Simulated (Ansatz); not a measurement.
Ansatz (a quantum-chemistry and plane-wave program) input (B3LYP-D3(BJ)/def2-TZVP):

Ansatz 0.2 input:
```yaml
crystal:
  periodic: [false, false, false]
  atoms:
    - {symbol: B, position_ang: [0.11650144, -0.38931874, 0.45576041]}
    - {symbol: N, position_ang: [-1.07705658, 0.24111781, -0.30475732]}
    - {symbol: N, position_ang: [1.37040072, -0.05605446, 0.07032632]}
    - {symbol: H, position_ang: [-0.13432597, -1.11963182, 1.32351308]}
    - {symbol: H, position_ang: [-1.66018642, -0.49846930, -0.70588938]}
    - {symbol: H, position_ang: [-1.66440065, 0.76680369, 0.34849836]}
    - {symbol: H, position_ang: [1.62139774, 0.57513455, -0.67777268]}
    - {symbol: H, position_ang: [2.19199351, -0.43078346, 0.52247430]}
    - {symbol: H, position_ang: [-0.78379969, 0.86951093, -1.05748606]}
basis:
  gaussian:
    orbitals: def2-TZVP
hamiltonian:
  xc: b3lyp
  dispersion: d3bj
total_charge: 1
relax: {f_tol: 0.002, max_steps: 150}
```

Output:

```
Functional definition: B3LYP
integrals: 0.03 GiB planned
743 factors; their error is unknown
mean field: 0.40 GiB planned
mean field evaluation 1: about -3731.5222 eV, gradient 1.0e2 eV
mean field evaluation 2: about -3711.2615 eV, gradient 1.3e2 eV
mean field evaluation 4: about -3750.8889 eV, gradient 1.2e1 eV
mean field evaluation 8: about -3751.1604 eV, gradient 3.6e-1 eV
mean field -3751.16060683 eV, -137.8526096730 hartree, gradient 3.7e-5 eV, S^2 0.000000; 0 other end points of the search recorded, 0 dependent functions left out
the calculation of the forces begins
reference -3751.16081905 eV, -137.8526174721 hartree; 12, 12 occupied and 117, 117 virtual orbitals, 743 factors
relax step   1: F+E_penalty+E_count = -3751.36632404 eV  Δ(F+E_penalty+E_count) = +0.000e0 eV  max|allowed force component| = 4.467e-1 eV/Å  Δτ_max = 0.0000 Å  (26 SCF iters, accepted)
these checks for a lower state are left out or cut short: starts, cluster_reference, orbital_swaps, neighbouring_geometries, increment
integrals: 0.03 GiB planned
743 factors; their error is unknown
mean field: 0.40 GiB planned
mean field evaluation 16: about -3751.1807 eV, gradient 1.2e0 eV
mean field -3751.17704865 eV, -137.8532138989 hartree, gradient 1.6e-5 eV, S^2 0.000000; 0 other end points of the search recorded, 0 dependent functions left out
the calculation of the forces begins
reference -3751.17726139 eV, -137.8532217168 hartree; 12, 12 occupied and 117, 117 virtual orbitals, 743 factors
relax step   2: F+E_penalty+E_count = -3751.38184302 eV  Δ(F+E_penalty+E_count) = -1.552e-2 eV  max|allowed force component| = 1.792e-1 eV/Å  Δτ_max = 0.0253 Å  (31 SCF iters, accepted)
these checks for a lower state are left out or cut short: starts, cluster_reference, orbital_swaps, neighbouring_geometries, increment
integrals: 0.03 GiB planned
743 factors; their error is unknown
mean field: 0.40 GiB planned
mean field -3751.18118581 eV, -137.8533659367 hartree, gradient 1.6e-5 eV, S^2 0.000000; 0 other end points of the search recorded, 0 dependent functions left out
the calculation of the forces begins
reference -3751.18139873 eV, -137.8533737613 hartree; 12, 12 occupied and 117, 117 virtual orbitals, 743 factors
relax step   3: F+E_penalty+E_count = -3751.38549498 eV  Δ(F+E_penalty+E_count) = -3.652e-3 eV  max|allowed force component| = 4.009e-2 eV/Å  Δτ_max = 0.0193 Å  (31 SCF iters, accepted)
these checks for a lower state are left out or cut short: starts, cluster_reference, orbital_swaps, neighbouring_geometries, increment
integrals: 0.03 GiB planned
743 factors; their error is unknown
mean field: 0.40 GiB planned
mean field evaluation 32: about -3751.1811 eV, gradient 3.5e-1 eV
mean field -3751.18131212 eV, -137.8533705783 hartree, gradient 1.6e-5 eV, S^2 0.000000; 0 other end points of the search recorded, 0 dependent functions left out
the calculation of the forces begins
reference -3751.18152502 eV, -137.8533784024 hartree; 12, 12 occupied and 117, 117 virtual orbitals, 743 factors
relax step   4: F+E_penalty+E_count = -3751.38560553 eV  Δ(F+E_penalty+E_count) = -1.105e-4 eV  max|allowed force component| = 1.294e-2 eV/Å  Δτ_max = 0.0028 Å  (31 SCF iters, accepted)
these checks for a lower state are left out or cut short: starts, cluster_reference, orbital_swaps, neighbouring_geometries, increment
integrals: 0.03 GiB planned
743 factors; their error is unknown
mean field: 0.40 GiB planned
mean field -3751.18132331 eV, -137.8533709895 hartree, gradient 1.6e-5 eV, S^2 0.000000; 0 other end points of the search recorded, 0 dependent functions left out
the calculation of the forces begins
reference -3751.18153619 eV, -137.8533788130 hartree; 12, 12 occupied and 117, 117 virtual orbitals, 743 factors
relax step   5: F+E_penalty+E_count = -3751.38562369 eV  Δ(F+E_penalty+E_count) = -1.816e-5 eV  max|allowed force component| = 8.080e-3 eV/Å  Δτ_max = 0.0026 Å  (31 SCF iters, accepted)
these checks for a lower state are left out or cut short: starts, cluster_reference, orbital_swaps, neighbouring_geometries, increment
integrals: 0.03 GiB planned
743 factors; their error is unknown
mean field: 0.40 GiB planned
mean field -3751.18133540 eV, -137.8533714340 hartree, gradient 1.6e-5 eV, S^2 0.000000; 0 other end points of the search recorded, 0 dependent functions left out
the calculation of the forces begins
reference -3751.18154830 eV, -137.8533792577 hartree; 12, 12 occupied and 117, 117 virtual orbitals, 743 factors
relax step   6: F+E_penalty+E_count = -3751.38562788 eV  Δ(F+E_penalty+E_count) = -4.189e-6 eV  max|allowed force component| = 7.181e-3 eV/Å  Δτ_max = 0.0015 Å  (31 SCF iters, accepted)
these checks for a lower state are left out or cut short: starts, cluster_reference, orbital_swaps, neighbouring_geometries, increment
integrals: 0.03 GiB planned
743 factors; their error is unknown
mean field: 0.40 GiB planned
mean field -3751.18133513 eV, -137.8533714242 hartree, gradient 1.6e-5 eV, S^2 0.000000; 0 other end points of the search recorded, 0 dependent functions left out
the calculation of the forces begins
reference -3751.18154803 eV, -137.8533792478 hartree; 12, 12 occupied and 117, 117 virtual orbitals, 743 factors
relax step   7: F+E_penalty+E_count = -3751.38563000 eV  Δ(F+E_penalty+E_count) = -2.126e-6 eV  max|allowed force component| = 1.958e-3 eV/Å  Δτ_max = 0.0006 Å  (31 SCF iters, accepted)
integrals: 0.03 GiB planned
743 factors; their error is unknown
mean field: 0.40 GiB planned
mean field evaluation 64: about -3751.1813 eV, gradient 1.6e-5 eV
mean field -3751.18133513 eV, -137.8533714242 hartree, gradient 1.6e-5 eV, S^2 0.000000; 1 other end points of the search recorded, 0 dependent functions left out
the calculation of the forces begins
reference -3751.18154803 eV, -137.8533792478 hartree; 12, 12 occupied and 117, 117 virtual orbitals, 743 factors
Total energy: -3751.38584290 eV, -137.8608869458 hartree
Atom 0 at     0.137065    -0.388987     0.456634 Å, force     0.001958     0.000408    -0.000171 eV/Å
Atom 1 at    -1.078542     0.242166    -0.305804 Å, force    -0.001514    -0.000284    -0.000134 eV/Å
Atom 2 at     1.396398    -0.052291     0.065221 Å, force    -0.001189    -0.000320    -0.000017 eV/Å
Atom 3 at    -0.152437    -1.124174     1.331214 Å, force    -0.000384     0.000140     0.000058 eV/Å
Atom 4 at    -1.670776    -0.493225    -0.704004 Å, force     0.000533     0.000203    -0.000121 eV/Å
Atom 5 at    -1.677700     0.760042     0.344530 Å, force     0.000567     0.000006    -0.000157 eV/Å
Atom 6 at     1.651736     0.576591    -0.683012 Å, force    -0.000162    -0.000138     0.000436 eV/Å
Atom 7 at     2.202893    -0.440863     0.535269 Å, force     0.000234    -0.000010    -0.000104 eV/Å
Atom 8 at    -0.828113     0.879051    -1.065380 Å, force    -0.000043    -0.000005     0.000211 eV/Å
Dipole moment:    -0.491002     0.269130    -0.324886 e Å
```

It need not be the lowest isomer of its formula.
